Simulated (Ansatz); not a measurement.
Species: C₃H₈BO (charge -1, singlet). It need not be the lowest isomer of its formula. Whether it binds its extra electron was not tested at this geometry. SMILES: CB(OC)[CH2-]
Geometry from a B3LYP-D3(BJ)/def2-TZVP (Ansatz, a quantum-chemistry and plane-wave program) optimisation:
```
B
O 1 1.4441
C 2 1.3918 1 117.90
H 3 1.0984 2 109.02 1 -180.00
H 3 1.1013 4 108.42 2 -122.25
H 3 1.1013 4 108.42 5 -115.50
C 1 1.4586 2 124.90 3 0.00
H 7 1.0893 1 125.48 2 0.00
H 7 1.0895 8 113.10 1 -180.00
C 1 1.6099 2 110.16 3 180.00
H 10 1.0946 1 111.87 2 180.00
H 10 1.0991 11 107.60 1 -123.10
H 10 1.0991 11 107.60 12 -113.80
```
Charge -1, spin multiplicity 1.

Parts of the frozen-core correlation energy in cc-pVQZ (Ansatz, hartree). Frozen orbitals: 5; correlated occupied orbitals by spin: 15 and 15; virtual: 495 and 495. No spin-orbit coupling. No relativistic terms.

```tsv
term	value
reference (HF)	-217.91209
MP2 opposite-spin	-0.73442
MP2 same-spin	-0.21364
CCSD correlation	-0.97951
(T)	-0.04213
T1 diagnostic	0.012
largest doubles amplitude	0.036
```
